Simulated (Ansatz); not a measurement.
Match the barriers

Saddle point of Si2H7ClO, closed shell (SiH₃Cl ([SiH3][Cl]) + SiH₄O ([OH][SiH3]) → Si₂H₅ClO ([SiH3][O][SiH2][Cl]) + H₂; bonds formed: Si1–O7, H2–H6; bonds broken: Si1–H2, H6–O7), PBE0-D4/def2-TZVP structure:

| atom | x (Å) | y (Å) | z (Å) |
| --- | --- | --- | --- |
| Si1 | -0.3827 | -0.5400 | -1.2978 |
| H2 | 1.2688 | -0.8861 | -1.3682 |
| H3 | -0.7469 | -1.9570 | -1.5219 |
| H4 | -1.6375 | 0.1338 | -0.8473 |
| Cl5 | -0.1267 | 0.5591 | -3.0495 |
| H6 | 1.1955 | -0.5926 | -0.2842 |
| O7 | 0.3428 | -0.2928 | 0.3888 |
| Si8 | 0.0701 | 0.6970 | 1.7201 |
| H9 | -0.1340 | 2.0888 | 1.2593 |
| H10 | -1.1272 | 0.1979 | 2.4317 |
| H11 | 1.2778 | 0.5920 | 2.5691 |

Program: Ansatz 0.2.0. Basis: def2-TZVPP, with def2-QZVPP for the basis limit. Cores are frozen in the correlated methods. B3LYP uses VWN-RPA correlation. Extrapolation: Hartree–Fock as exp(−7.88 √X), correlation as X^−2.97. Four methods, as single points on the PBE0-D4 structures, gave these electronic barriers from the start structure: 23.74, 37.18, 41.18, 52.93 kcal/mol.

(1) The methods were, in alphabetical order, B3LYP-D4, BHLYP-D4, HF, SPW92. Which gave which? (A judgement: the text doesn't fix the answer.)

The T1 diagnostic stays at or below 0.012.

Results:

(1) The calculation gives: SPW92 23.74; B3LYP-D4 37.18; BHLYP-D4 41.18; HF 52.93 kcal/mol. For comparison, CCSD(T) at an estimated basis limit (MP2 extrapolated from triple and quadruple zeta, plus CCSD(T) − MP2 in triple zeta) gives 38.17 kcal/mol.

Labels in which every atom is bracketed show which atoms are joined, not bond orders.

For scale, one of the runs: CCSD(T)/def2-TZVPP, 255 basis functions, launched by `ansatz run in.yaml --threads 4 --pin off --events-out ev --progress --plain --max-ram 9574MiB`. Hardware: 4 CPU threads of an Arm Neoverse V2, shared host. Wall time 91 s; peak host memory 5.2 GiB.
